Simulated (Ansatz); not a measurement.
Input for Ansatz (a first-principles code): R-wB97M-V/def2-TZVPP on C2F6O (SMILES FC(F)(F)OC(F)(F)F).

Ansatz 0.2 input:
```yaml
crystal:
  periodic: [false, false, false]
  atoms:
    - {symbol: F, position_ang: [1.30003674, 0.76269643, -0.90259448]}
    - {symbol: C, position_ang: [1.13877513, 0.21519105, 0.30301796]}
    - {symbol: F, position_ang: [2.21653401, -0.48911488, 0.61273589]}
    - {symbol: F, position_ang: [0.99631173, 1.19782277, 1.19202138]}
    - {symbol: O, position_ang: [0.07409696, -0.65920597, 0.34350396]}
    - {symbol: C, position_ang: [-1.12639504, -0.32533583, -0.24564321]}
    - {symbol: F, position_ang: [-1.07765293, -0.47415679, -1.56914785]}
    - {symbol: F, position_ang: [-1.49031145, 0.93005873, 0.02047227]}
    - {symbol: F, position_ang: [-2.03139514, -1.15795551, 0.24553407]}
basis:
  gaussian:
    orbitals: def2-TZVPP
hamiltonian:
  xc: {name: wB97M-V}
scf: {lower_state_search: off}
```

The log:

```
WARN ansatz: RAYON_NUM_THREADS=4 ignored (pool sized by the plan → 4); use --threads N
Functional definition: wB97M-V
these checks for a lower state are left out or cut short: stability, starts, cluster_reference, orbital_swaps, neighbouring_geometries, increment
integrals: 0.33 GiB planned
1447 factors; their error is unknown
integrals: 0.37 GiB planned
267 factors; integrals over basis functions are off by at most 2.3e-6 eV
mean field: 2.65 GiB planned
mean field evaluation 1: about -20419.7141 eV, gradient 7.1e1 eV
mean field evaluation 2: about -20419.5210 eV, gradient 7.8e1 eV
mean field evaluation 4: about -20427.1515 eV, gradient 2.3e0 eV
mean field evaluation 8: about -20427.1671 eV, gradient 6.5e-2 eV
mean field evaluation 16: about -20427.2009 eV, gradient 8.0e-5 eV
mean field -20427.20085985 eV, -750.6857855455 hartree, gradient 3.8e-6 eV, S^2 0.000000; 0 other end points of the search recorded, 0 dependent functions left out
reference -20427.20088782 eV, -750.6857865734 hartree; 37, 37 occupied and 242, 242 virtual orbitals, 1447 factors
Total energy: -20427.20088782 eV, -750.6857865734 hartree
Checks for a lower state left out: stability, starts, cluster_reference, orbital_swaps, neighbouring_geometries, increment
```

The run converged.

Cost: roughly 11 core-seconds.
